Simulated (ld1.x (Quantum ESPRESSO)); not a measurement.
**Ranking PAW potentials for Sc (Z = 21)**

All share these settings but for the change named:

ld1.x (Quantum ESPRESSO) 7.5 input, shortened:

```
&input
   title='Sc', zed=21., rel=1, dft='REVPBE', iswitch=3,
   config='[Ar] 3d0 4s0 4p0'
 /
 &inputp
   pseudotype=3, lpaw=.true., tm=.true., lloc=-1, rcloc=1.90,
   nlcc=.false.,
   which_augfun='BESSEL', rmatch_augfun=1.40
 /
6
3S  1  0   2.00   0.00  1.55  1.90  0.0
4S  2  0   0.00   0.00  1.55  1.90  0.0
3P  2  1   6.00   0.00  1.45  1.70  0.0
4P  3  1   0.00   0.00  1.45  1.70  0.0
3D  3  2   0.00   0.00  1.75  2.30  0.0
3D  3  2   0.00   2.55  1.75  2.30  0.0
 &test
   configts(1)='3s2 3p6 3d0 4s0 4p0'
 /
```

Test errors are all-electron minus pseudo excitation energies from the reference, over 3s2 3p6 3d1 4s2 4p0; 3s2 3p6 3d1 4s1 4p0; 3s2 3p6 3d1 4s0 4p0; 3s2 3p6 3d2 4s0 4p0; 3s2 3p6 3d0 4s2 4p0; 3s1 3p6 3d1 4s2 4p0; 3s2 3p6 3d0 4s2 4p1. None of these files shows a bound ghost.

The base gives 10.9 meV.

Of 11 variants that were run, those that failed, showed a ghost or another fault, or gave nearly equal values are left out.

A variant can come out equal or close to the base, since the largest error may sit in a test that the change hardly touches while other tests move.

**Question.** Rank these variants by their largest absolute test error, smallest first.
A. wave 3d channel at 2.55 Ry: rcut 1.75, rcutus 2.30 bohr becomes 3d channel at 4.92 Ry: rcut 1.75, rcutus 2.30 bohr
B. local potential all-electron potential smoothed inside 1.68 bohr (lloc = -1)
C. waves 3p (bound): rcut 1.45, rcutus 2.34 bohr; 4p (bound): rcut 1.45, rcutus 2.34 bohr
D. functional PBEsol
E. all radii but the core radius scaled by about 0.94 (s 1.78, p 1.60, d 2.16 bohr, rcut 1.46/1.36/1.64); local potential all-electron potential smoothed inside 1.78 bohr (lloc = -1); augmentation BESSEL, radius 1.32 bohr

**Answer.** B (6.4 meV), D (11.4 meV), E (15.6 meV), C (26.6 meV), A (215.1 meV).
